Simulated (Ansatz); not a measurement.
Sn2H4⁺. The state is a doublet with charge 1. Geometry B3LYP-D4/def2-TZVP; atoms count from 1.

```xyz
6

Sn    1.387   -1.738    0.920
Sn   -1.090    0.885   -0.186
H     2.257   -0.198    1.013
H    -2.444    0.132   -0.939
H    -0.199   -0.641    0.431
H     0.089    1.560   -1.240
```

In the def2 sets Sn takes a core potential; there is no spin–orbit coupling. Another isomer (doublet) lies 0.39 eV lower at PBE0-D4/def2-TZVP; other spin states weren't run for this one.

(1) Estimate the Mulliken populations from the PBE0/def2-TZVP orbitals of Ansatz.

(2) Where does the spin sit?

Results:

(1) 
```
atom  charge (e)  spin (α − β)
 Sn1        0.61          0.05
 Sn2        0.36          0.75
  H3       -0.01          0.00
  H4        0.06          0.11
  H5       -0.08         -0.01
  H6        0.06          0.09
```
Mulliken values and Mayer orders depend strongly on the basis.

(2) Summed by element: Sn 0.81, H 0.19, of 1 unpaired in all. Largest on single atoms: Sn2 0.75, H4 0.11, H6 0.09.
